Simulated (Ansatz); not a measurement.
Process, species as SMILES: Br[Si]Br (closed-shell singlet) → 2 Br atom + Si atom
B3LYP-D3(BJ)/def2-TZVP geometries, fixed; electronic energies without zero-point terms.

Basis-set convergence of the atomisation energy at wB97M-V with Ansatz (an electronic-structure program). Cartesian d functions, on some or all atoms, in 3-21G, 6-31G**, 6-311G**; all else is spherical. The program fits the integrals of some runs and decomposes those of others, by size. Open shells are unrestricted. The functional holds VV10 correlation; no added dispersion term, no relativity. Functions are those of the species that has most. Reference: the value in aug-cc-pV(5+d)Z, 179.96 kcal/mol, itself unsure by roughly 0.06 kcal/mol (its mean distance from pcseg-4, aug-pcseg-3, aug-cc-pV(Q+d)Z). Deviations are taken from unrounded values. Cost is core time over that of cc-pV(D+d)Z, rough, on shared machines of one kind.

| basis | functions | atomisation energy (kcal/mol) | minus reference (kcal/mol) | cost |
|---|---|---|---|---|
| 3-21G | 59 | 142.40 | -37.56 | 0.5× |
| cc-pV(D+d)Z | 77 | 178.75 | -1.21 | 1× |
| def2-SVP | 82 | 178.98 | -0.98 | 0.8× |
| 6-31G** | 89 | 173.76 | -6.20 | 0.8× |
| aug-pcseg-1 | 99 | 176.25 | -3.71 | 1× |
| def2-SVPD | 106 | 179.26 | -0.70 | 1× |
| 6-311G** | 115 | 171.84 | -8.12 | 1× |
| def2-TZVP | 133 | 180.47 | 0.51 | 1× |
| aug-pcseg-2 | 168 | 179.15 | -0.81 | 2× |
| cc-pV(Q+d)Z | 200 | 180.05 | 0.09 | 2× |
| def2-QZVP | 220 | 180.11 | 0.15 | 2× |
| cc-pV(5+d)Z | 308 | 179.99 | 0.02 | 3× |
| aug-cc-pV(5+d)Z | 416 | 179.96 | 0.00 | 6× |
